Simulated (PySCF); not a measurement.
# Electronic structure of O (oxygen, neutral) at the UHF level

Configuration: [He] 2s1 2p5, high-spin 3P determinant (an excited configuration). All numbers are calculated (PySCF 2.14, the non-relativistic Hamiltonian (point nucleus), in dyall-av2z (11s7p2d, 42 functions)).

- Total energy: -74.195687 hartree
- One-electron energy: -102.4024 hartree
- Hartree (Coulomb) energy: 36.2570 hartree
- Exchange energy: -8.0503 hartree
- Kinetic energy: 74.19068 hartree
- ⟨S²⟩: 2.0422
- ⟨L²⟩: 2.005
- Sum of ⟨r⟩: 7.813 bohr
- Sum of ⟨r²⟩: 12.12 bohr²
- Traceless quadrupole moment −½Σ⟨3z² − r²⟩ along its main axis: 1.05 e·bohr²
- Density at the nucleus (Gaussians lack the cusp): 294 bohr⁻³
- Spin density at the nucleus: 8.21 bohr⁻³
- Langevin diamagnetic susceptibility: -9.60 ×10⁻⁶ cm³/mol

```
shell  electrons  mean orbital energy (eV)  spread (eV)  rms radius, mean of both spins (bohr)
 1s α          1                   -565.59            0                                  0.231
 1s β          1                   -561.89            0                                  0.231
 2s α          1                   -40.175            0                                   1.21
 2p α          3                   -19.853        2.409                                   1.45
 2p β          2                   -12.105            0                                   1.45
```

Spin-orbit constants ζ (cm⁻¹) from the X2C one-electron operator on these orbitals (non-relativistic here): bare nucleus, nucleus screened by l(l+1)(2l+1)/3 electrons, and screened by the Breit-Pauli mean field of the electrons.

| shell | bare | screened nucleus | mean field |
| --- | --- | --- | --- |
| 2p | 248.8 | 186.6 | 160.7 |

To first order the Landé constant is A = -80.34 cm⁻¹, so the lowest level has J = 2 and lies 0.00996 eV below the centre of the term. This holds in LS coupling only.
